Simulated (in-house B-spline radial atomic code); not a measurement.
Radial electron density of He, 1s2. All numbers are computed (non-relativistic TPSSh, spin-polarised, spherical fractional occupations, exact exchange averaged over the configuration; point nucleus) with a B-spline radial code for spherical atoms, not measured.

Columns: r (bohr), 4πr²n(r) (electrons per bohr), bar.

```
  0.0303  0.03718 #
  0.0343  0.04689 #
  0.0388  0.05894 ##
  0.0438  0.07363 ##
  0.0496  0.09228 ##
  0.0561    0.115 ###
  0.0634   0.1428 ####
  0.0717   0.1767 #####
  0.0812   0.2183 ######
  0.0918   0.2676 #######
   0.104   0.3273 ########
   0.117   0.3937 ##########
   0.133   0.4778 ############
    0.15   0.5688 ##############
    0.17    0.676 #################
   0.192   0.7919 ####################
   0.217   0.9188 #######################
   0.246    1.057 ###########################
   0.278    1.195 ##############################
   0.315    1.335 ##################################
   0.356    1.463 #####################################
   0.402    1.574 ########################################
   0.455    1.662 ##########################################
   0.515    1.716 ############################################
   0.582    1.728 ############################################
   0.659    1.692 ###########################################
   0.745    1.609 #########################################
   0.843    1.479 ######################################
   0.953    1.311 #################################
    1.08    1.111 ############################
    1.22   0.9033 #######################
    1.38   0.6964 ##################
    1.56   0.5089 #############
    1.76   0.3529 #########
       2   0.2239 ######
    2.26   0.1349 ###
    2.55  0.07569 ##
    2.89  0.03784 #
    3.27  0.01715
```

On this grid the curve has 1 maximum, near 0.582 bohr.

The 1s up radial function P(r) = rR(r), positive near the nucleus:

| r (bohr) | P |
| --- | --- |
| 0.01 | 0.04685 |
| 0.0128 | 0.05963 |
| 0.0164 | 0.07586 |
| 0.0209 | 0.09581 |
| 0.0268 | 0.1214 |
| 0.0343 | 0.1531 |
| 0.0438 | 0.1919 |
| 0.0561 | 0.2398 |
| 0.0717 | 0.2972 |
| 0.0918 | 0.3658 |
| 0.117 | 0.4437 |
| 0.15 | 0.5333 |
| 0.192 | 0.6293 |
| 0.246 | 0.7269 |
| 0.315 | 0.817 |
| 0.402 | 0.8872 |
| 0.515 | 0.9262 |
| 0.659 | 0.9199 |
| 0.843 | 0.86 |
| 1.08 | 0.7454 |
| 1.38 | 0.5901 |
| 1.76 | 0.4201 |
| 2.26 | 0.2598 |
| 2.89 | 0.1376 |
